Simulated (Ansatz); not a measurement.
A nudged elastic band was laid between two geometries of C2H7GaS (11 atoms, charge 0, multiplicity 1).

Theory: Ansatz 0.2.0, RKS PBE0-D4/def2-SVP.

```json
{
  "movable images": "3",
  "climbing image": "no",
  "spring": "5.0 eV/Å²",
  "optimiser": "quadratic models (default)",
  "start path": "through a guess of the saddle point",
  "force threshold": "0.05 eV/Å",
  "iteration limit": "60",
  "end points": "relaxed"
}
```

Image 0:

```xyz
11
Properties=species:S:1:pos:R:3
Ga 0.107 -0.216 -0.216
S 1.164 -1.909 -1.192
C 0.654 0.314 1.594
H 1.533 -0.246 1.947
C -1.323 0.567 -1.310
H 1.993 -2.160 -0.156
H 0.888 1.390 1.625
H -0.173 0.142 2.302
H -1.004 0.666 -2.359
H -2.200 -0.100 -1.295
H -1.638 1.553 -0.939
```

Image 4:

```xyz
11
Properties=species:S:1:pos:R:3
Ga -0.315 0.375 0.195
S 1.388 -1.593 -0.586
C 0.372 0.666 1.828
H 2.350 -0.960 0.122
C -1.327 0.576 -1.454
H 1.048 -2.381 0.457
H -0.076 1.403 2.502
H 1.157 0.042 2.265
H -0.665 0.837 -2.293
H -1.868 -0.348 -1.704
H -2.063 1.384 -1.331
```

Task: Which bonds break or form, and what moves?

Result: Bonds broken: C3–H4. Bonds formed: S2–H4.

Task: Give the energies along the band, and the barrier.

Result: The run converged. The highest image is number 3 of 0 to 4, 3.22 eV above the first end and 0.03 eV above the last; the last end lies 3.19 eV above the first. Neighbouring images differ by up to 1.9 eV, so the band resolves the path poorly. No image climbed, so the highest image needn't sit at the top of the path. So few images can step over the top or miss a turn of the path. The orbitals stay closed-shell, which can raise the energy where a bond breaks towards radicals; this wasn't checked here.

| image | path coordinate (Å) | energy (eV) | C3–H4 (Å) | S2–H4 (Å) |
| --- | --- | --- | --- | --- |
| 0 | 0.00 | 0.00 | 1.10 | 3.57 |
| 1 | 1.61 | 0.00 | 1.10 | 3.78 |
| 2 | 3.22 | 1.87 | 1.29 | 2.34 |
| 3 | 4.83 | 3.22 | 2.98 | 1.35 |
| 4 | 6.45 | 3.19 | 3.08 | 1.35 |

Task: What is the geometry of the highest image?

Result: 
```xyz
11
Properties=species:S:1:pos:R:3
Ga -0.351 0.324 0.207
S 1.574 -1.394 -0.668
C 0.307 0.547 1.864
H 2.398 -0.705 0.151
C -1.386 0.567 -1.428
H 1.299 -2.322 0.274
H -0.201 1.185 2.594
H 1.128 -0.056 2.262
H -0.944 -0.006 -2.255
H -2.424 0.230 -1.287
H -1.400 1.629 -1.714
```

The band took 22 iterations and roughly 6 core-minutes.

The run took 3.2 min on 2 threads of Arm Neoverse V2, on a shared host, peak memory 0.27 GiB.
